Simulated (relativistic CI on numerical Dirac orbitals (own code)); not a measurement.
Computed by Dirac-Coulomb-Breit CI, separate exchange-only KLI orbitals for each configuration, model QED (radiative potential, 1s self-energy scaled to tabulated hydrogen-like ionisation energies), unscaled Slater integrals (own radial code, finite nucleus).

Configuration list (outside the closed core [Ar] 3d10): 4s²4p⁶4d⁶, 4s²4p⁶4d⁵4f, 4s²4p⁵4d⁷, 4s4p⁶4d⁷, 4s²4p⁵4d⁶4f, 4s4p⁶4d⁶4f, 4s²4p⁶4d⁵5s, 4s²4p⁶4d⁴4f5s, 4s²4p⁶4d⁵5d, 4s²4p⁶4d⁵6s, 4s4p⁶4d⁶5s, 4p⁶4d⁸, 4p⁵4d⁹, 4p⁵4d⁸4f, 4s²4p⁶4d⁴5s², 4s²4p⁶4d³4f5s², 4s²4p⁵4d⁴4f5s², 4s4p⁶4d⁴4f5s². Double excitations out of closed p, d and f shells are left out; levels of such configurations are missing from the list, as are those of other unlisted configurations, and high levels can miss mixing partners.

At this charge energies of transitions that change n are usually good to better than 1 %, and those within a shell (Δn = 0) to a few per cent. Terms inside the open d or f shell come out 10 to 20 % too wide with unscaled integrals.

Outline of the computed level scheme of Au XXXVIII. Lowest level of each configuration: 4s²4p⁶4d⁶ ³F4 at 0.000 eV; 4s²4p⁵4d⁷ ⁵G°6 at 203.877 eV; 4s²4p⁶4d⁵4f ³F°2 at 219.499 eV.

Some strong electric-dipole decays among the lowest 45 levels: 4s²4p⁵4d⁷ ³P°1 → 4s²4p⁶4d⁶ ³P2 (4.7e+10 s⁻¹); 4s²4p⁵4d⁷ ³P°2 → 4s²4p⁶4d⁶ ³P2 (4.6e+10 s⁻¹); 4s²4p⁵4d⁷ ³F°4 → 4s²4p⁶4d⁶ ³F4 (4.5e+10 s⁻¹); 4s²4p⁵4d⁷ ³D°3 → 4s²4p⁶4d⁶ ³F4 (3.4e+10 s⁻¹); 4s²4p⁵4d⁷ ³G°5 → 4s²4p⁶4d⁶ ³F4 (2.6e+10 s⁻¹); 4s²4p⁵4d⁷ ³D°3 → 4s²4p⁶4d⁶ ³P2 (1.4e+10 s⁻¹); 4s²4p⁵4d⁷ ³P°1 → 4s²4p⁶4d⁶ ³P0 (8.9e+09 s⁻¹); 4s²4p⁵4d⁷ ³G°5 → 4s²4p⁶4d⁶ ⁵D4 (2.8e+09 s⁻¹).

LS names give the leading component of a level, which can be under half, so a name can repeat, a term be missing and a line seem to break the LS rules.
